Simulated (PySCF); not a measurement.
Computed IR spectrum (relative IR intensity) of a molecule C2H7InO2. Geometry: PBE-D3(BJ)/def2-SVP. The def2 effective core potentials stand for the cores of In; spin–orbit coupling is left out. One conformer was computed; it need not be the lowest. All values below come from PySCF with PBE-D3(BJ)/def2-SVP. Frequencies are harmonic and unscaled.

Lines under 2 % of the strongest are left out, and lines within 2 cm⁻¹ are merged.

```csv
ν (cm⁻¹),relative intensity
60,3.1
105,9.4
133,19
226,5.3
257,100
323,75
454,4.2
559,70
574,70
624,16
769,66
813,78
938,7.8
1030,5.3
1139,30
1346,5.8
1426,8.5
2958,37
2999,5.4
3034,15
3047,4.2
3065,15
3702,43
3710,27
```

Q: Which structure fits?
(A) C[O][In]([CH3])[OH]
(B) C[O][InH][O]C
(C) CC[O][InH][OH]
(D) C[CH2][In]([OH])[OH]

A: D, C[CH2][In]([OH])[OH]
